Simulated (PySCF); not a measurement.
Compound: C7H8ClO (doublet state).
Structure used (GFN2-xTB), in Å, numbered top down from 1:
```xyz
17
C7H8ClO angstrom
C     -1.271    1.882   -0.251
C     -0.542    0.685    0.208
C     -1.024   -0.462   -0.661
C     -1.824   -1.422   -0.236
C      0.962    0.821    0.051
O      1.715    1.279    1.186
C      1.856   -0.006    0.815
C      2.459   -1.117    1.153
Cl     2.202   -2.562    0.241
H     -0.947    2.406   -1.130
H     -2.228    2.122    0.168
H     -0.775    0.465    1.254
H     -0.701   -0.417   -1.691
H     -2.170   -2.201   -0.893
H     -2.159   -1.474    0.787
H      1.304    1.223   -0.899
H      3.137   -1.212    1.983
```

The hyperfine couplings belong to this conformer and change with its torsions.

The species is `[CH2][C@@H](C=C)[C@H]1O/C1=C/Cl` [radical].

Computed, not measured: UKS B3LYP, pcH-1 on C Cl H O, non-relativistic, mean-field spin-orbit, GIAO (PySCF). One conformer (not necessarily the lowest) at the GFN2-xTB geometry, without solvent, vibrations or thermal averaging. A GFN2-xTB geometry isn't a minimum of the functional, and hyperfine couplings can be far from their values at a DFT geometry. Stability of the SCF solution: not tested.

Q: Give the principal g shifts and their parts.

A: 
```csv
Δg (ppm),1,2,3
relativistic mass correction,-145,-145,-145
gauge correction,8,37,27
orbital Zeeman/spin–orbit,20,535,601
total,-117,427,483
```

So g = 2.00220, 2.00275, 2.00280 and g_iso = 2.00258; the tensor is close to axial: the two nearest values differ by 9 % of g3 − g1. Axes: g3 points within 7° of the C1–H10 bond.

Q: What are the electron Larmor frequencies g μB B/h along the three axes at 340 mT?

A: 9.5279, 9.5305, 9.5308 GHz for g1, g2 and g3, a range of 2.9 MHz.

Q: At 94.114 GHz, how far is the centre of the isotropic spectrum from where a free electron (g = 2.002319) resonates?

A: B = hν/(g μB) with μB/h = 13.99624 MHz/mT gives 3358.22 mT for the free electron and 3357.78 mT at g_iso, 0.44 mT lower.

Q: Average each term over the three axes. Which is largest in size?

A: The orbital-Zeeman/spin–orbit term 385, the mass correction -145 and the gauge correction 24 ppm, for a total of 264 ppm. The orbital-Zeeman/spin–orbit term is the largest in size. The mass correction is the same along every axis, so the anisotropy comes from the other two: their spans along these axes are 28 (gauge) and 581 ppm (orbital Zeeman/spin–orbit).

Q: In a frozen sample, at which fields do the three g values resonate at 9.5, 34, 94 and 263 GHz (hyperfine left aside), and which band first spreads them over more than twice a line width of 0.3 mT?

A: 
```json
{"band": "X", "GHz": "9.5", "B(g3) mT": "338.90", "B(g2) mT": "338.91", "B(g1) mT": "339.00", "spread mT": "0.10"}
{"band": "Q", "GHz": "34.0", "B(g3) mT": "1212.91", "B(g2) mT": "1212.95", "B(g1) mT": "1213.28", "spread mT": "0.36"}
{"band": "W", "GHz": "94.0", "B(g3) mT": "3353.35", "B(g2) mT": "3353.44", "B(g1) mT": "3354.35", "spread mT": "1.00"}
{"band": "J", "GHz": "263.0", "B(g3) mT": "9382.23", "B(g2) mT": "9382.49", "B(g1) mT": "9385.04", "spread mT": "2.81"}
```

The spread grows in proportion to the frequency. W band is the first where it exceeds 0.6 mT.

The largest Mulliken spin populations are on C1 (+1.06), C4 (+0.08) and C2 (-0.07). No atom but C1 exceeds +0.15. The angles at C1 add up to 358.9°, so it is planar; its axial dipolar tensor and the negative couplings of its protons fit spin in a p orbital normal to that plane.

The HOMO–LUMO gaps are 5.92 eV among the α and 4.48 eV among the β orbitals.
